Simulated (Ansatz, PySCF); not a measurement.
System: SeO2, net charge 1, doublet state. 
Geometry from a B3LYP-D3(BJ)/def2-TZVP (Ansatz, an electronic-structure program) optimisation:
```
Se
O 1 1.5820
O 1 1.7306 2 104.39
```
Charge +1, spin multiplicity 2.

Total electronic energies in hartree. Cores are frozen in the correlated levels unless marked. Open shells are spin-unrestricted. No spin-orbit coupling. Frozen are the shells of the preceding noble gas and the d and f shells that filled before the atom's block. Non-relativistic.  The program attaches cautions to a run behind SCS-MP2/STO-3G: large difference. The program attaches cautions to a run behind CCSD/STO-3G: large difference. The program attaches cautions to a run behind CCSD(T)/STO-3G: large difference.

The Hartree-Fock reference is unstable (checked in the largest basis), which strains HF and MP2. 

```tsv
level	program	energy (Eh)
HF/def2-TZVPD	PySCF	-2549.18462
HF-D3(BJ)/def2-TZVPD	PySCF + dftd3	-2549.20090
BLYP-D3(BJ)/def2-TZVPD	Ansatz + dftd3	-2551.63721
BLYP/def2-TZVPD	Ansatz	-2551.63381
M06-L/def2-TZVPD	PySCF	-2551.50258
PBE0-D4/def2-TZVP	Ansatz + dftd4	-2551.13479
PBE0/def2-TZVP	Ansatz	-2551.13351
BHLYP-D3(BJ)/def2-TZVPD	Ansatz + dftd3	-2551.48094
BHLYP/def2-TZVPD	Ansatz	-2551.47859
SCS-MP2/STO-3G	Ansatz	-2520.94599
CCSD/STO-3G	Ansatz	-2520.99628
CCSD/aug-cc-pVDZ	Ansatz	-2549.58178
CCSD(T)/STO-3G	Ansatz	-2521.00633
CCSD(T)/aug-cc-pVDZ	Ansatz	-2549.60753
```

Totals of different functionals don't rank their quality; only differences between species are comparable.
